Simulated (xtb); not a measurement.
Input for xtb: GFN2-xTB on C4H12Si (SMILES CC[SiH2]CC).

```
$ xtb mol.xyz --gfn 2 --sp --chrg 0 --uhf 0
17

C     -2.34549920     0.68481012     0.08681671
C     -1.72151557    -0.71170664    -0.03149034
Si     0.05996774    -0.80955258     0.57054812
C      1.19664410     0.33526554    -0.39982132
C      2.66318597     0.27516808     0.04532631
H     -2.32998263     1.04010707     1.11965557
H     -1.80534168     1.41642071    -0.51751857
H     -3.38533821     0.69019485    -0.24685866
H     -2.31278653    -1.43607529     0.53712142
H     -1.75318943    -1.05103073    -1.07193030
H      0.11412945    -0.43854864     2.01111669
H      0.55407363    -2.20744478     0.44838579
H      0.81977668     1.35847233    -0.30670876
H      1.11490567     0.07986544    -1.46151473
H      3.28990060     0.95184163    -0.53960015
H      3.07118648    -0.73153683    -0.06736447
H      2.76988289     0.55374971     1.09593279
```

Program output:

```
[...]
           -------------------------------------------------
          |                Calculation Setup                |
           -------------------------------------------------



           -------------------------------------------------
          |                 G F N 2 - x T B                 |
           -------------------------------------------------

        Reference                      10.1021/acs.jctc.8b01176
      * Hamiltonian:
        H0-scaling (s, p, d)           1.850000    2.230000    2.230000
        zeta-weighting                 0.500000
      * Dispersion:
        s8                             2.700000
        a1                             0.520000
        a2                             5.000000
        s9                             5.000000
      * Repulsion:
        kExp                           1.500000    1.000000
        rExp                           1.000000
      * Coulomb:
        alpha                          2.000000
        third order                    shell-resolved
        anisotropic                    true
        a3                             3.000000
        a5                             4.000000
        cn-shift                       1.200000
        cn-exp                         4.000000
        max-rad                        5.000000


          ...................................................
          :                      SETUP                      :
          :.................................................:
          :  # basis functions                  38          :
          :  # atomic orbitals                  37          :
          :  # shells                           23          :
          :  # electrons                        32          :
          :  max. iterations                   250          :
          :  Hamiltonian                  GFN2-xTB          :
          :  restarted?                      false          :
          :  GBSA solvation                  false          :
          :  PC potential                    false          :
          :  electronic temp.          300.0000000     K    :
          :  accuracy                    1.0000000          :
          :  -> integral cutoff          0.2500000E+02      :
          :  -> integral neglect         0.1000000E-07      :
          :  -> SCF convergence          0.1000000E-05 Eh   :
          :  -> wf. convergence          0.1000000E-03 e    :
          :  Broyden damping             0.4000000          :
          :  net charge                          0          :
          :  unpaired electrons                  0          :
          ...................................................

 iter      E             dE          RMSdq      gap      omega  full diag
   1    -16.5303306 -0.165303E+02  0.447E+00    6.93       0.0  T
   2    -16.6255256 -0.951950E-01  0.202E+00    5.87       1.0  T
   3    -16.6267031 -0.117748E-02  0.189E+00    6.36       1.0  T
   4    -16.6298157 -0.311261E-02  0.976E-01    6.17       1.0  T
   5    -16.6296175  0.198208E-03  0.511E-01    6.18       1.0  T
   6    -16.6299663 -0.348808E-03  0.957E-02    6.06       1.0  T
   7    -16.6299690 -0.263143E-05  0.285E-02    6.05       1.0  T
   8    -16.6299702 -0.123152E-05  0.102E-02    6.05       2.4  T
   9    -16.6299702  0.289577E-07  0.557E-03    6.05       4.4  T
  10    -16.6299703 -0.894226E-07  0.178E-03    6.05      13.7  T
  11    -16.6299703 -0.753150E-09  0.100E-03    6.05      24.2  T
  12    -16.6299703 -0.144048E-08  0.237E-04    6.05     102.5  T
  13    -16.6299703  0.302300E-10  0.136E-04    6.05     178.2  T

   *** convergence criteria satisfied after 13 iterations ***

         #    Occupation            Energy/Eh            Energy/eV
      -------------------------------------------------------------
         1        2.0000           -0.7270532             -19.7841
       ...           ...                  ...                  ...
        10        2.0000           -0.4545362             -12.3686
        11        2.0000           -0.4542806             -12.3616
        12        2.0000           -0.4375333             -11.9059
        13        2.0000           -0.4318255             -11.7506
        14        2.0000           -0.4182468             -11.3811
        15        2.0000           -0.3978376             -10.8257
        16        2.0000           -0.3864187             -10.5150 (HOMO)
        17                         -0.1640570              -4.4642 (LUMO)
        18                         -0.1551530              -4.2219
        19                         -0.1502072              -4.0873
        20                         -0.0649141              -1.7664
        21                         -0.0568275              -1.5464
       ...                                ...                  ...
        37                          0.6937179              18.8770
      -------------------------------------------------------------
                  HL-Gap            0.2223616 Eh            6.0508 eV
             Fermi-level           -0.2752378 Eh           -7.4896 eV

 SCC (total)                   0 d,  0 h,  0 min,  0.009 sec
 SCC setup                      ...        0 min,  0.000 sec (  1.383%)
 Dispersion                     ...        0 min,  0.000 sec (  1.218%)
 classical contributions        ...        0 min,  0.000 sec (  0.431%)
 integral evaluation            ...        0 min,  0.001 sec ( 12.109%)
 iterations                     ...        0 min,  0.005 sec ( 56.340%)
 molecular gradient             ...        0 min,  0.003 sec ( 27.366%)
 printout                       ...        0 min,  0.000 sec (  1.014%)

         :::::::::::::::::::::::::::::::::::::::::::::::::::::
         ::                     SUMMARY                     ::
         :::::::::::::::::::::::::::::::::::::::::::::::::::::
         :: total energy             -16.396855762367 Eh    ::
         :: gradient norm              0.026246077802 Eh/a0 ::
         :: HOMO-LUMO gap              6.050768191372 eV    ::
         ::.................................................::
         :: SCC energy               -16.629947456748 Eh    ::
         :: -> isotropic ES            0.016860287351 Eh    ::
         :: -> anisotropic ES          0.007340827842 Eh    ::
         :: -> anisotropic XC          0.008566354967 Eh    ::
         :: -> dispersion             -0.009664272174 Eh    ::
         :: repulsion energy           0.233091694381 Eh    ::
         :: add. restraining           0.000000000000 Eh    ::
         :: total charge              -0.000000000000 e     ::
         :::::::::::::::::::::::::::::::::::::::::::::::::::::

           -------------------------------------------------
          |                Property Printout                |
           -------------------------------------------------

    * Orbital Energies and Occupations

         #    Occupation            Energy/Eh            Energy/eV
      -------------------------------------------------------------
         1        2.0000           -0.7270532             -19.7841
       ...           ...                  ...                  ...
         4        2.0000           -0.5548801             -15.0991
         5        2.0000           -0.5430638             -14.7775
         6        2.0000           -0.4921436             -13.3919
         7        2.0000           -0.4919050             -13.3854
         8        2.0000           -0.4806249             -13.0785
         9        2.0000           -0.4735033             -12.8847
        10        2.0000           -0.4545362             -12.3686
        11        2.0000           -0.4542806             -12.3616
        12        2.0000           -0.4375333             -11.9059
        13        2.0000           -0.4318255             -11.7506
        14        2.0000           -0.4182468             -11.3811
        15        2.0000           -0.3978376             -10.8257
        16        2.0000           -0.3864187             -10.5150 (HOMO)
        17                         -0.1640570              -4.4642 (LUMO)
        18                         -0.1551530              -4.2219
        19                         -0.1502072              -4.0873
        20                         -0.0649141              -1.7664
        21                         -0.0568275              -1.5464
        22                          0.1271326               3.4595
        23                          0.1378881               3.7521
        24                          0.1539685               4.1897
        25                          0.1587657               4.3202
        26                          0.1669830               4.5438
        27                          0.1767964               4.8109
       ...                                ...                  ...
        37                          0.6937179              18.8770
      -------------------------------------------------------------
                  HL-Gap            0.2223616 Eh            6.0508 eV
             Fermi-level           -0.2752378 Eh           -7.4896 eV

     #   Z          covCN         q      C6AA      α(0)
     1   6 C        3.761    -0.095    22.367     6.742
     2   6 C        3.699    -0.151    23.597     6.947
     3  14 Si       3.604     0.461    99.021    19.109
     4   6 C        3.699    -0.151    23.591     6.946
     5   6 C        3.761    -0.099    22.432     6.752
     6   1 H        0.924     0.025     2.653     2.547
     7   1 H        0.924     0.024     2.675     2.558
     8   1 H        0.924     0.028     2.622     2.532
     9   1 H        0.924     0.012     2.864     2.646
    10   1 H        0.924     0.018     2.758     2.597
    11   1 H        0.910    -0.093     5.330     3.612
    12   1 H        0.911    -0.099     5.533     3.680
    13   1 H        0.924     0.022     2.702     2.571
    14   1 H        0.924     0.022     2.705     2.572
    15   1 H        0.924     0.030     2.585     2.514
    16   1 H        0.924     0.023     2.690     2.565
    17   1 H        0.924     0.023     2.681     2.561

 Mol. C6AA /au·bohr⁶  :       2489.052627
 Mol. C8AA /au·bohr⁸  :      66747.813225
 Mol. α(0) /au        :         79.450892


Wiberg/Mayer (AO) data.
largest (>0.10) Wiberg bond orders for each atom

 ---------------------------------------------------------------------------
     #   Z sym  total        # sym  WBO       # sym  WBO       # sym  WBO
 ---------------------------------------------------------------------------
     1   6 C    3.997 --     2 C    1.031     6 H    0.991     7 H    0.991
                             8 H    0.986
     2   6 C    3.979 --     1 C    1.031     9 H    0.989    10 H    0.982
                             3 Si   0.882
     3  14 Si   3.582 --     4 C    0.896    11 H    0.891    12 H    0.888
                             2 C    0.882
     4   6 C    3.981 --     5 C    1.033    13 H    0.980    14 H    0.979
                             3 Si   0.896
     5   6 C    3.996 --     4 C    1.033    16 H    0.993    17 H    0.993
                            15 H    0.986
     6   1 H    0.999 --     1 C    0.991
     7   1 H    0.999 --     1 C    0.991
     8   1 H    0.999 --     1 C    0.986
     9   1 H    1.000 --     2 C    0.989
    10   1 H    1.000 --     2 C    0.982
    11   1 H    0.991 --     3 Si   0.891
    12   1 H    0.990 --     3 Si   0.888
    13   1 H    1.000 --     4 C    0.980
    14   1 H    1.000 --     4 C    0.979
    15   1 H    0.998 --     5 C    0.986
    16   1 H    0.999 --     5 C    0.993
    17   1 H    0.999 --     5 C    0.993
 ---------------------------------------------------------------------------

Topologies differ in total number of bonds
Writing topology from bond orders to xtbtopo.mol

molecular dipole:
                 x           y           z       tot (Debye)
Note: The following floating-point exceptions are signalling: IEEE_UNDERFLOW_FLAG IEEE_DENORMAL
normal termination of xtb
 q only:        0.046      -0.093       0.091
   full:       -0.070       0.149      -0.198       0.655
molecular quadrupole (traceless):
                xx          xy          yy          xz          yz          zz
 q only:       -1.364      -0.377       0.675       0.065      -0.083       0.688
  q+dip:       -1.248       0.132       0.234      -0.322       1.012       1.014
   full:        0.150       0.382      -0.213      -0.221       0.624       0.063


           -------------------------------------------------
          | TOTAL ENERGY              -16.396855762367 Eh   |
          | GRADIENT NORM               0.026246077802 Eh/α |
          | HOMO-LUMO GAP               6.050768191372 eV   |
           -------------------------------------------------

------------------------------------------------------------------------
------------------------------------------------------------------------
 total:
 SCF:
```

The run finished.

Cost: roughly 0.07 core-seconds.
